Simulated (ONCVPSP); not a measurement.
# How hard is this As (Z = 33) ONCV potential?

As, optimised norm-conserving Vanderbilt (ONCV), made with ONCVPSP 4.0.1 (PBE, scalar-relativistic). Core [Ne], reference 3s2 3p6 3d10 4s2 4p3. Waves: 3s+4s: rc 0.90 bohr, ncon 4, nbas 9, qcut 12.3 1/bohr, 2 projectors; 3p+4p: rc 0.90 bohr, ncon 3, nbas 6, qcut 13.9 1/bohr, 2 projectors; 3d: rc 0.65 bohr, ncon 5, nbas 10, qcut 23.5 1/bohr, 2 projectors, debl 0.7 Ha. Local part: polynomial inside 0.55 bohr (lpopt 5, dvloc0 0 Ha). Core correction: none.

In the d channel the program set the typed energies aside and used -1.494, 0.250 Ha.

Question: For each optimised wave give the share of its norm inside rc, the residual kinetic energy above qcut (Ha) and the cutoffs (Ha) for errors of 10, 1, 0.1 and 0.01 mHa per electron.

Answer:

| wave | norm inside rc | residual KE | 10 mHa | 1 mHa | 0.1 mHa | 0.01 mHa |
| --- | --- | --- | --- | --- | --- | --- |
| 3s | 0.905 | 5.1e-05 | 48.6 | 61.6 | 71.8 | 252.9 |
| 4s | 0.046 | 2.9e-05 | 38.1 | 56.7 | 69.3 | 105.0 |
| 3p | 0.875 | 4.9e-07 | 52.4 | 65.7 | 76.6 | 85.8 |
| 4p | 0.026 | 7.0e-08 | 37.1 | 51.9 | 65.3 | 75.9 |
| 3d | 0.559 | 2.2e-05 | 193.8 | 229.4 | 257.3 | 407.8 |
| d projector 2 | 0.013 | 7.9e-07 | 120.9 | 173.8 | 216.3 | 248.1 |

The occupied waves need 229 Ha and 257 Ha for 1 and 0.1 mHa.
